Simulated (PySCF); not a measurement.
Worked example: oscillator strength and radiative lifetime

Cd(NH2)(SMe) (CH5CdNS), SMILES C[S][Cd][NH2].

Coordinates come from a PBE0-D3(BJ)/def2-SVP optimisation. The structure was generated by enumeration; whether it is a known compound was not checked. The def2 effective core potentials stand for the cores of Cd; spin–orbit coupling is left out. The values are those of a single conformer.

TDDFT-B3LYP/def2-SVPD run with PySCF 2.14.0 puts the first singlet state with f over 0.02 at 4.57 eV (vertical), with the transition dipole (0.522, 0.399, 0.000) in atomic units.

Find the oscillator strength, the wavelength and the radiative lifetime that this transition would have in vacuum if emission retraced absorption.


|μ|² = 0.4317 au, so |μ| = 1.67 D. ΔE = 4.57/27.211 = 0.1679 hartree. f = (2/3) ΔE |μ|² = 0.048 (the program prints 0.048).
λ = 1239.84/4.57 = 271 nm; ν = 36860 cm⁻¹.
Einstein's coefficient A = 0.6670 ν² f s⁻¹ (ν in cm⁻¹) = 4.4e7 s⁻¹, so τ = 1/A = 23 ns. This state is S2; the lower singlet has f = 0.014. The figure is the radiative limit of this one transition; relaxation, internal conversion, crossing to triplets and a medium change what is measured.
